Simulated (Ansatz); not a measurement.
Basis-set extrapolation for C₃H₁₀Si₂ (`C[Si]1([SiH3])CC1`) (PBE0-D4/def2-TZVP geometry, frozen core, Ansatz 0.2.0). Multiplicity 1, RHF reference.

|  | def2-TZVPP | def2-QZVPP |
| --- | --- | --- |
| HF | -697.321484 | -697.344766 |
| MP2 correlation | -0.772505 | -0.822579 |
| CCSD(T) correlation | -0.873000 | not run |

Energies in hartree. Use E(X) = E(∞) + A·exp(−7.88·√X) for Hartree–Fock and E(X) = E(∞) + B·X^(−2.97) for correlation, with X = 3 and 4, and add CCSD(T) minus MP2 of the smaller set to the MP2 limit.

Task: What is the CCSD(T) energy at the basis-set limit?

Result: HF limit: -697.344766 + (-0.023282) × 0.13774 = -697.34797. MP2 limit: -0.822579 + (-0.050074) × 0.74074 = -0.85967. Higher-order term: -0.873000 − (-0.772505) = -0.10050. Total: -698.30814 hartree, 298.4 kJ/mol below CCSD(T)/def2-TZVPP.
